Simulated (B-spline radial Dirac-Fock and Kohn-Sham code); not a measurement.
## Atomic SCF run for Lu²⁺

ΔSCF core binding energies without Breit or QED terms, calculated with an atomic code on a B-spline grid.

Input (task.json):

```json
{"items": [{"Z": 71, "q": 2, "cfg": [[1, 0, 2], [2, 0, 2], [2, 1, 6], [3, 0, 2], [3, 1, 6], [3, 2, 10], [4, 0, 2], [4, 1, 6], [4, 2, 10], [4, 3, 14], [5, 0, 2], [5, 1, 6], [6, 0, 1]], "A": 175, "rrms": 5.37, "do": "settings", "holes": ["K", "L3", "M5"],
  "settings": [{"rel": "dirac", "method": "hf", "nuc": "fermi", "radius_factor": 1.0, "rmax": 45.0, "h": 0.5, "order": 8, "points": 10, "c_factor": 1.0, "maxit": 60, "damp": 0.5, "ndamp": 3, "tol": 1e-08}]}]}
```

Command: `python xray2_run.py task.json out`

Ground-state iterations:

```
iter   energy (Ha)        error
   1   -14570.57975868  3.47e+00
   2   -14570.91312136  2.49e-01
   3   -14571.24193878  7.96e-02
   4   -14571.26638408  1.62e-02
   5   -14571.26561948  2.02e-02
   6   -14571.26785212  1.35e-03
   7   -14571.26785900  2.91e-04
   8   -14571.26785954  3.36e-05
   9   -14571.26785955  4.24e-06
  10   -14571.26785955  1.03e-06
  11   -14571.26785955  6.88e-08
```

The ground state converged in 11 iterations, with total energy -14571.26786 Ha, virial ratio 1.89753 and highest orbital energy -19.99 eV. ΔSCF binding energies: K (1s) 63640.8 eV, L3 (2p3/2) 9295.5 eV, M5 (3d5/2) 1618.5 eV.
